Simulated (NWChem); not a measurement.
# HfO; SMILES [O]=[Hf]

```xyz
2

Hf     0.0000     0.0000    -0.1684
O      0.0000     0.0000     1.5527
```
Atoms are numbered in this order, from 1.

All runs: NWChem. All runs use the structure optimised with PBE0-D3(BJ)/def2-TZVP. def2 effective core potentials on Hf; no spin-orbit coupling. Vertical excitations in the gas phase; the lowest state need not have the same character in each row.

```
level                 basis functions  lowest excitation, singlet (eV)  oscillator strength of that lowest state  lowest state with f > 0.02, singlet (eV)  oscillator strength of that bright state  orbital gap (eV)
--------------------  ---------------  -------------------------------  ----------------------------------------  ----------------------------------------  ----------------------------------------  ----------------
PBE0/def2-SVP, TDA                 46                             2.02                                     0.000                                      3.36                                     0.229              3.41
PBE0/def2-SVPD, TDA                58                             2.01                                     0.000                                      3.31                                         ?              3.41
PBE0/def2-TZVP, TDA                71                             2.03                                     0.000                                      3.39                                     0.208              3.44
PBE0/def2-TZVPD, TDA               83                             2.03                                     0.000                                      3.33                                     0.239              3.44
```

Problem. Some entries are withheld; supply them.

Solution. 
- PBE0/def2-SVPD, TDA, oscillator strength of that bright state: 0.216
